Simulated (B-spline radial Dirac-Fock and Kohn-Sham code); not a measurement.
W⁴⁵⁺: eigenvalues, ΔSCF and the reference

System: the W⁴⁵⁺ ion, configuration 1s2 2s2 2p6 3s2 3p6 3d10 4s1.

The density-functional columns are spherical, spin-unpolarised Dirac-Kohn-Sham results without Breit or QED terms: −ε is minus the orbital energy of the initial state and ΔSCF the difference of two total energies. The reference in the last column comes from multi-electron Dirac-Fock with separately optimised hole states, Breit and Lamb-shift corrections added in first order. All numbers are from an atomic code on a B-spline grid, in eV; a selection of levels is shown. The Kohn-Sham columns are given as differences from the reference. For the 1s level of heavy atoms much of the gap between ΔSCF and the reference is the Breit and QED part, -349.1 eV here; for other levels the error of the functional can be larger.

| level | LDA −ε − DF | LDA ΔSCF − DF | Dirac-Fock |
| --- | --- | --- | --- |
| K | -251.2 | +339.3 | 71848.4 |
| L1 | -188.4 | -53.1 | 14381.8 |
| L2 | -140.8 | +24.5 | 13829.4 |
| L3 | -154.6 | -8.1 | 12485.3 |
| M2 | -84.0 | -23.4 | 4736.7 |
| M3 | -83.0 | -26.2 | 4428.6 |
| M4 | -61.8 | +2.9 | 4042.3 |
| M5 | -63.3 | 0.0 | 3975.8 |
| N1 | -19.1 | +8.7 | 2413.0 |

For the outermost level NIST gives 2414.1 ± 0.4 eV (semi-empirical); the differences from it are LDA −ε -20.17, LDA ΔSCF +7.59, Dirac-Fock -1.06 eV.

Values without a named source are computed, but for edge energies of neutral atoms, which are taken from tables.
